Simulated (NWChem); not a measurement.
System: C3H5FO; SMILES CO/C=C/F

NWChem printed, in part:

```
             Northwest Computational Chemistry Package (NWChem) 7.3.0
             --------------------------------------------------------

                             Geometry "geometry" -> ""
                             -------------------------

 Output coordinates in angstroms (scale by  1.889725989 to convert to a.u.)

  No.       Tag          Charge          X              Y              Z
 ---- ---------------- ---------- -------------- -------------- --------------
    1 C                    6.0000    -0.29174000     2.25278800    -0.09742200
    2 O                    8.0000     0.47598600     1.12206100     0.21667700
    3 C                    6.0000    -0.19490300    -0.04833600     0.20270100
    4 C                    6.0000     0.40948000    -1.19277400    -0.11739800
    5 F                    9.0000    -0.23923900    -2.35543800    -0.04232700
    6 H                    1.0000     0.34716400     3.13349100     0.04890600
    7 H                    1.0000    -1.17348700     2.34135100     0.56452400
    8 H                    1.0000    -0.64062000     2.23449800    -1.14565400
    9 H                    1.0000    -1.25092200    -0.04026000     0.50629500
   10 H                    1.0000     1.45319700    -1.27116800    -0.43141400

 Effective nuclear repulsion energy (a.u.)     170.3356016280

                                 NWChem DFT Module
                                 -----------------

 Summary of "ao basis" -> "ao basis" (spherical)
 ------------------------------------------------------------------------------
       Tag                 Description            Shells   Functions and Types
 ---------------- ------------------------------  ------  ---------------------
 C                          def2-svp                 6       14   3s2p1d
 O                          def2-svp                 6       14   3s2p1d
 F                          def2-svp                 6       14   3s2p1d
 H                          def2-svp                 3        5   2s1p

 in cosmo_initialize ...
 calling solv_data for solv:h2o

 solvent parameters
 solvname_short: h2o
 solvname_long:  water
 dielec:       78.4000
 dielecinf:     1.7769
 aqueous SMD model solvent descriptors
 dielec:       78.4000
 sola:          0.8200

          ---------------
          -cosmo- solvent
          ---------------
 Cosmo: York-Karplus, doi: 10.1021/jp992097l
 dielectric constant -eps-     =  78.40
 screen = (eps-1)/(eps    )    =   0.98724
 surface charge correction     = lagrangian

   van der Waals surface
 --------------------------

 ---------- ATOMIC COORDINATES (A.U.) ------------ VDWR(ANG.) --
     1   -0.55130866    4.25715203   -0.18410089     1.850
     2    0.89948311    2.12038783    0.40946016     1.520
     3   -0.36831326   -0.09134180    0.38304935     1.850
     4    0.77380500   -2.25401603   -0.22185005     1.850
     5   -0.45209616   -4.45113240   -0.07998643     1.730
     6    0.65604483    5.92143938    0.09241894     1.200
     7   -2.21756888    4.42451183    1.06679567     1.200
     8   -1.21059626    4.22258894   -2.16497214     1.200
     9   -2.36389981   -0.07608037    0.95675882     1.200
    10    2.74614414   -2.40215921   -0.81525425     1.200
 number of segments per atom =        128
 number of   points per atom =        128
 atom (   nspa,  nppa )
 ----------------------
    1 (     62,     0 )       0
    2 (     46,     0 )       0
    3 (     53,     0 )       0
    4 (     53,     0 )       0
    5 (     88,     0 )       0
    6 (     55,     0 )       0
    7 (     53,     0 )       0
    8 (     55,     0 )       0
    9 (     53,     0 )       0
   10 (     52,     0 )       0
 number of -cosmo- surface points =      570
 molecular surface =    109.007 angstrom**2
 molecular volume  =     81.214 angstrom**3
 -lineq- algorithm             =   0
 -bem- low  level              =   3
 -bem- from -octahedral-
 gaussian surface charge width =   4.50000
 degree of switching           =   1.00000
 switching function tolerance  =   0.00010
 atomic radii =
 --------------
    1  6.000  1.850
    2  8.000  1.520
    3  6.000  1.850
    4  6.000  1.850
    5  9.000  1.730
    6  1.000  1.200
    7  1.000  1.200
    8  1.000  1.200
    9  1.000  1.200
   10  1.000  1.200
 ...... end of -cosmo- initialization ......

[...]

                                COSMO-SMD solvation results
                                ---------------------------

             internal energy in gas <Psi(g)|H|Psi(g)> =      -291.801370156233
         internal energy in solvent <Psi(s)|H|Psi(s)> =      -291.800139243820
                               delta internal energy  =         0.001230912412 (    0.77 kcal/mol)
   total free energy in solvent <Psi(s)|H+V/2|Psi(s)> =      -291.809545939819
 polarization energy contribution <Psi(s)|V/2|Psi(s)> =        -0.009406695998 (   -5.90 kcal/mol)
    total free energy in solvent including G(SMD-CDS) =      -291.801680838210
                       G(SMD-CDS) energy contribution =         0.007865101608 (    4.94 kcal/mol)
     1 M fixed-concentration free energy of solvation =        -0.000310681977 (   -0.19 kcal/mol)

                       DFT Final Molecular Orbital Analysis
                       ------------------------------------

 Vector   18  Occ=2.000000D+00  E=-3.669086D-01
              MO Center=  3.5D-02,  1.6D+00, -3.9D-02, r^2= 2.5D+00
   Bfn.  Coefficient  Atom+Function         Bfn.  Coefficient  Atom+Function
  ----- ------------  ---------------      ----- ------------  ---------------
    18      0.284129   2 O  px               71     -0.256135   6 H  s
    81      0.247733   8 H  s                 4     -0.218919   1 C  px
    20      0.210912   2 O  pz                6     -0.208955   1 C  pz
    21      0.206009   2 O  px               34      0.176269   3 C  pz
    23      0.154386   2 O  pz               33     -0.126307   3 C  py

 Vector   19  Occ=2.000000D+00  E=-3.357014D-01
              MO Center= -2.8D-02,  9.5D-01,  1.2D-01, r^2= 2.6D+00
   Bfn.  Coefficient  Atom+Function         Bfn.  Coefficient  Atom+Function
  ----- ------------  ---------------      ----- ------------  ---------------
    18      0.346354   2 O  px               20     -0.271621   2 O  pz
    21      0.257306   2 O  px               76      0.225399   7 H  s
    23     -0.199210   2 O  pz               32     -0.194088   3 C  px
    86      0.165079   9 H  s                 4     -0.159359   1 C  px
     6      0.158176   1 C  pz               34     -0.151674   3 C  pz

 Vector   20  Occ=2.000000D+00  E=-2.404208D-01
              MO Center=  1.4D-01, -2.7D-01,  3.3D-02, r^2= 2.6D+00
   Bfn.  Coefficient  Atom+Function         Bfn.  Coefficient  Atom+Function
  ----- ------------  ---------------      ----- ------------  ---------------
    20      0.358681   2 O  pz               48     -0.359144   4 C  pz
    23      0.300372   2 O  pz               34     -0.297961   3 C  pz
    51     -0.235852   4 C  pz               62     -0.231907   5 F  pz
    37     -0.203107   3 C  pz               65      0.191614   5 F  pz
    46     -0.121052   4 C  px               82      0.115396   8 H  s

 Vector   21  Occ=0.000000D+00  E= 3.115130D-02
              MO Center=  7.1D-02, -4.6D-01, -6.9D-04, r^2= 2.5D+00
   Bfn.  Coefficient  Atom+Function         Bfn.  Coefficient  Atom+Function
  ----- ------------  ---------------      ----- ------------  ---------------
    37      0.602539   3 C  pz               51     -0.586683   4 C  pz
    48     -0.427128   4 C  pz               34      0.420376   3 C  pz
    82     -0.252527   8 H  s                 3      0.213462   1 C  s
    72     -0.193398   6 H  s                23     -0.191854   2 O  pz
    49     -0.181267   4 C  px               35      0.179046   3 C  px

 Vector   22  Occ=0.000000D+00  E= 8.433871D-02
              MO Center= -5.9D-01,  1.1D+00,  9.6D-02, r^2= 5.6D+00
   Bfn.  Coefficient  Atom+Function         Bfn.  Coefficient  Atom+Function
  ----- ------------  ---------------      ----- ------------  ---------------
     3      1.395711   1 C  s                77     -0.898327   7 H  s
    87     -0.850251   9 H  s                82     -0.757219   8 H  s
    72     -0.590038   6 H  s                17      0.552245   2 O  s
    31      0.488961   3 C  s                35     -0.461107   3 C  px
     8      0.448285   1 C  py                7     -0.439893   1 C  px

 Vector   23  Occ=0.000000D+00  E= 1.130033D-01
              MO Center= -1.2D-01,  1.4D+00, -2.4D-01, r^2= 7.4D+00
   Bfn.  Coefficient  Atom+Function         Bfn.  Coefficient  Atom+Function
  ----- ------------  ---------------      ----- ------------  ---------------
     3      2.181668   1 C  s                72     -1.030282   6 H  s
    82     -0.945620   8 H  s                77     -0.817940   7 H  s
    92     -0.660307  10 H  s                17     -0.527739   2 O  s
    49      0.450338   4 C  px               50      0.426217   4 C  py
    59      0.365735   5 F  s                87      0.318453   9 H  s

     Multipole analysis of the density
     ---------------------------------

     L   x y z        total         alpha         beta         nuclear
     -   - - -        -----         -----         ----         -------
     0   0 0 0     -0.000000    -20.000000    -20.000000     40.000000

     1   1 0 0     -0.371509     -0.116865     -0.116865     -0.137778
     1   0 1 0      0.935260      0.235641      0.235641      0.463977
     1   0 0 1     -0.155984     -0.855062     -0.855062      1.554141

     2   2 0 0    -20.380569    -27.432873    -27.432873     34.485178
     2   1 1 0     -2.682837      2.874439      2.874439     -8.431714
     2   1 0 1     -0.996428      0.591933      0.591933     -2.180295
     2   0 2 0    -20.868322   -226.334854   -226.334854    431.801387
     2   0 1 1     -0.202831     -3.225916     -3.225916      6.249000
     2   0 0 2    -22.111855    -16.151723    -16.151723     10.191591
```

Level: PBE0/def2-SVP, SMD on the gas-phase geometry. Structure relaxed at the PBE0/def2-SVP level. Solvent: water.

Task: Which NWChem input produces such a log?

Result: One answer among several that fit: the input that was run:
```
start job
memory heap 200 mb stack 900 mb global 1100 mb
geometry units angstroms noautosym nocenter noautoz
  C     -0.291740     2.252788    -0.097422
  O      0.475986     1.122061     0.216677
  C     -0.194903    -0.048336     0.202701
  C      0.409480    -1.192774    -0.117398
  F     -0.239239    -2.355438    -0.042327
  H      0.347164     3.133491     0.048906
  H     -1.173487     2.341351     0.564524
  H     -0.640620     2.234498    -1.145654
  H     -1.250922    -0.040260     0.506295
  H      1.453197    -1.271168    -0.431414
end
basis spherical
  * library def2-svp
end
dft
  xc pbe0
  iterations 150
end
cosmo
  do_cosmo_smd true
  solvent water
end
task dft energy
```
